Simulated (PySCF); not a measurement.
Work out the structure from these simulated measurements.

Elements present: B, C, H and O. Monoisotopic mass: 130.0801 u.

- 1H NMR: chemical shifts (computed TMS as zero) by class: 4.22 (1 H), 3.75 (1 H), 3.75 (1 H), 2.78 (1 H), 1.26 (1 H), 1.14 (3 H), 0.66 (3 H) ppm [GIAO KT2/pcSseg-1]
- Dipole: 2.40 D [CAM-B3LYP/def2-SVPD]
- Rotational structure: rotational constants A, B, C: 3.390, 1.043, 0.832 GHz [PBE0-D3(BJ)/def2-SVP]
- Polarisability: 81.1 au [CAM-B3LYP/def2-SVPD]
- NMR, other nuclei: isotropic shieldings of nuclei other than C and H, by class: 79 (1 B), 212 (1 O), 231 (1 O), 261 (1 O) ppm [GIAO KT2/pcSseg-1]
- UV, strongest line: among the 10 lowest singlet transitions: S4 at 8.38 eV (148 nm, f = 0.045) [TDDFT CAM-B3LYP/def2-SVPD]
- XPS: B1s 197.8, C1s 290.4, C1s 290.8, C1s 290.8, C1s 292.2, C1s 292.3, O1s 538.3, O1s 538.6, O1s 539.2 eV [ΔSCF SCAN, pcX-2 on the ionised atom, pcseg-1 elsewhere, spin-free X2C]
- 13C NMR: chemical shifts (computed TMS as zero) by class: 85.9 (1 C), 74.3 (1 C), 40.3 (1 C), 21.7 (1 C), 18.0 (1 C) ppm [GIAO KT2/pcSseg-1]
- UV, first state: lowest singlet excitation: 7.34 eV (169 nm, f = 0.000) [TDDFT CAM-B3LYP/def2-SVPD]
- Triplet: lowest triplet excitation (Tamm–Dancoff): 7.20 eV [TDA CAM-B3LYP/def2-SVPD]

Gas-phase values; electronic properties from PySCF, density fitting. Levels stand in brackets. Isolated species at its PBE0-D3(BJ)/def2-SVP geometry (one conformer only). Each NMR value is the plain mean over a class of atoms that symmetry, rotation or inversion makes alike.

**Question.** Which formula fits the mass and the elements?

**Answer.** C5H11BO3 (calculated 130.0801). No other formula that holds each of these elements comes within 0.0003 u with a fitting electron parity and a possible valence count.

**Question.** Give a SMILES that accounts for the data.

**Answer.** Numbering: `[CH3:1][CH:2]([CH3:3])[C@H:4]1[CH2:5][O:6][B:7]([OH:8])[O:9]1`. 5 carbons fall into 5 classes; from least to most shielded: ring sp3 carbon bound to oxygen [C4] (85.9 ppm), ring sp3 carbon bound to oxygen [C5] (74.3 ppm), sp3 CH carbon [C2] (40.3 ppm), methyl carbon [C3] (21.7 ppm), methyl carbon [C1] (18.0 ppm). Hydrogen classes from least to most shielded: 1 H on an sp3 carbon bound to oxygen, C5 (4.22 ppm), 1 H on an sp3 carbon bound to oxygen, C4 (3.75 ppm), 1 H on an sp3 carbon bound to oxygen, C5 (3.75 ppm), 1 H on a boron-bound oxygen, O8 (2.78 ppm), 1 H on an sp3 CH carbon, C2 (1.26 ppm), 3 H on a methyl carbon, C3 (1.14 ppm, a mean of values up to 1.5 ppm apart in this geometry), 3 H on a methyl carbon, C1 (0.66 ppm, a mean of values up to 0.5 ppm apart in this geometry). The other shieldings belong to: 79 ppm, three-coordinate boron [B7]; 212 ppm, boron-bound oxygen [O9]; 231 ppm, boron-bound oxygen [O6]; 261 ppm, boron-bound oxygen [O8]. The core levels belong to: B1s 197.8 eV, three-coordinate boron [B7]; C1s 290.4 eV, methyl carbon [C3]; C1s 290.8 eV, sp3 CH carbon [C2]; C1s 290.8 eV, methyl carbon [C1]; C1s 292.2 eV, sp3 carbon bound to oxygen [C4]; C1s 292.3 eV, sp3 carbon bound to oxygen [C5]; O1s 538.3 eV, boron-bound oxygen [O9]; O1s 538.6 eV, boron-bound oxygen [O6]; O1s 539.2 eV, boron-bound oxygen [O8]. The optimised geometry has point group C1 and is an asymmetric top. Structure: `CC(C)[C@H]1COB(O)O1`. Computed isomers that give other values at the same levels: `CC[C@H]1CCOB(O)O1` (13C chemical shifts (computed TMS as zero) by class: 76.3 (1 C), 66.1 (1 C), 37.6 (1 C), 35.4 (1 C), 12.0 (1 C) ppm); `CO[C@H]1C[C@@H](B(O)O)C1` (13C chemical shifts (computed TMS as zero) by class: 76.1 (1 C), 55.3 (1 C), 35.1 (2 C), 12.4 (1 C) ppm); `CO[C@H]1C[C@H](B(O)O)C1` (13C chemical shifts (computed TMS as zero) by class: 77.7 (1 C), 55.8 (1 C), 36.0 (2 C), 11.7 (1 C) ppm). The assignments are read from this structure; whether some other isomer fits the data as well wasn't checked. The mirror image fits equally.

The values belong to the conformer `[CH3:1][CH:2]([CH3:3])[C@H:4]1[CH2:5][O:6][B:7]([OH:8])[O:9]1`: C1–C2–C4–C5 61°, H–O8–B7–O6 2°.
